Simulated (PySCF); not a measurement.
# How methods differ on the excitation energy of Be

Be [He] 2s2 (1S) → Be [He] 2s1 3d1 (3D), as a difference of total energies. Computed with PySCF 2.14 in aug-cc-pVTZ with one added diffuse shell each of s, p, d, f type (6s5p4d3f, 62 functions), with the non-relativistic Hamiltonian (point nucleus). Correlated levels: valence: 1s2 frozen. The calculations carry no spin-orbit coupling.

| method | excitation energy (cm⁻¹) |
| --- | --- |
| UHF | 53124 |
| LDA | 57463 |
| PBE | 56513 |
| PBE0 | 57158 |
| r2SCAN | 56477 |
| wB97X-V | 60624 |
| BHandHLYP | 58745 |
| MN15 | 60717 |
| BP86 | 56690 |
| MP2 (valence) | 59003 |
| SCS-MP2 (valence) | 60478 |

The promoted electron is Rydberg-like, and one or two diffuse shells describe it only roughly, which tends to raise the upper state.
